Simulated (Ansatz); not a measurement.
Mulliken charges of C2H5AlGe (`[CH]1=[CH][GeH2][AlH]1`) from PBE/def2-TZVPP in Ansatz (PBE0-D4/def2-TZVP geometry).

```
atom   x (Å)   y (Å)   z (Å)  charge (e)
  C1  -0.325   1.334  -0.114      -0.237
  C2   0.821   0.635  -0.275      -0.109
 Ge3   0.541  -1.304   0.056       0.022
 Al4  -1.561  -0.083   0.368       0.310
  H5  -0.341   2.414  -0.262       0.081
  H6   1.765   1.109  -0.553       0.086
  H7   0.873  -2.161  -1.184      -0.027
  H8   1.420  -1.835   1.208      -0.028
  H9  -3.105  -0.156   0.739      -0.098
```

Q: By hand: the dipole of these point charges (1 e Å = 4.8032 D).

A: Σ q r = (-0.119, -0.024, 0.029) e Å, of length 0.125 e Å = 0.60 D.

Q: How does the dipole of the full density compare? (Best estimate.)

A: The calculation gave: (-0.064, 0.138, -0.005) e Å, 0.73 D; the point charges give 0.82 times that, at 77° from its direction.

Point charges leave out the atoms' own dipoles, such as those of lone pairs, and Mulliken's split depends on the basis, so the two needn't agree.
